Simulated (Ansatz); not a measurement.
Geometry optimisation, RKS B3LYP-D4/def2-SVP in Ansatz 0.2.0.

input.yaml

```yaml
crystal:
  periodic: [false, false, false]
  atoms:
    - { symbol: B, position_ang: [-0.8303, 0.1045, -0.1238] }
    - { symbol: C, position_ang: [0.8881, 0.0692, -0.8354] }
    - { symbol: F, position_ang: [-1.6309, -0.5756, -0.931] }
    - { symbol: F, position_ang: [-1.1378, 1.3623, 0.1724] }
    - { symbol: H, position_ang: [0.2692, -0.4185, 0.3183] }
    - { symbol: Se, position_ang: [-0.6834, -1.0705, 1.946] }
    - { symbol: H, position_ang: [0.5529, 0.669, -1.6773] }
    - { symbol: H, position_ang: [1.2444, -0.8829, -1.2137] }
    - { symbol: H, position_ang: [1.6761, 0.6131, -0.3244] }
    - { symbol: H, position_ang: [-0.3483, 0.1295, 2.6689] }
basis:
  gaussian: { orbitals: def2-SVP }
hamiltonian:
  xc: b3lyp
  dispersion: d4
relax:
  f_tol: 0.15
  max_steps: 25
  restrain:
    - { distance: [0, 5], at: 3.34, k: 30.0 }
    - { distance: [4, 1], at: 2.37, k: 30.0 }
    - { distance: [0, 1], at: 1.6, k: 30.0 }
    - { distance: [4, 5], at: 1.51, k: 30.0 }
```

Command:

```bash
$ ansatz run input.yaml --threads 2 --pin off --max-ram 3072MiB --backend cpu --events-out ev --progress --plain --runs-dir out
```

Question: Where does it end, and by what steps?

Answer: The run converged. The restraints hold the end off the free minimum. After 9 steps the energy has fallen by 1.658 eV (the restraints' own energy left out); H5 moved furthest, 1.00 Å. Parted: B1–H5, B1–Se6. Joined: H5–Se6.

| step | energy less start (eV) | largest force component (eV/Å) | accepted |
| --- | --- | --- | --- |
| 0 | 0.0000 | 1.226 | yes |
| 1 | 0.0763 | 2.273 | yes |
| 2 | -0.1857 | 3.848 | yes |
| 3 | -0.6707 | 2.856 | yes |
| 4 | -1.2215 | 1.060 | yes |
| 5 | -1.5143 | 0.913 | yes |
| 6 | -1.6178 | 0.571 | yes |
| 7 | -1.6488 | 0.531 | yes |
| 8 | -1.6379 | 0.902 | no |
| 9 | -1.6579 | 0.525 | yes |

```xyz
10
Properties=species:S:1:pos:R:3
B -0.818 0.396 -0.666
C 0.725 0.178 -0.956
F -1.743 -0.398 -1.186
F -1.254 1.461 -0.007
H 0.509 -0.995 1.103
Se -0.446 -1.244 2.226
H 0.939 0.704 -1.908
H 0.996 -0.877 -1.108
H 1.381 0.628 -0.194
H -0.290 0.146 2.696
```

The run took 29 s on 2 threads of AMD EPYC 7R13 Processor (Zen 3), on a shared host, peak memory 0.3 GiB.
